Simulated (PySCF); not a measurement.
Delta-SCF ions had no search for a lower state. 

Cartesian coordinates (Å):
SMILES: [AlH3]
```xyz
4

Al     0.0000     0.0000    -0.0002
H      1.5831    -0.0922    -0.0005
H     -0.8714    -1.3249     0.0003
H     -0.7117     1.4171     0.0004
```
Charge 0, spin multiplicity 1.

Task: What total energy, LUMO, HOMO, dipole moment, HOMO–LUMO gap and vertical ionisation energy (Delta-SCF) does ωB97X-D3(BJ)/def2-TZVP // PBE0-D3(BJ)/def2-TZVP run with PySCF give?

Result: 
```
Property                                      Result
--------------------------------------  ------------
total energy                            -244.2327 Ha
LUMO                                         0.10 eV
HOMO                                       -11.14 eV
dipole moment                              0.000 e·Å
HOMO–LUMO gap                               11.24 eV
vertical ionisation energy (Delta-SCF)      11.50 eV
```
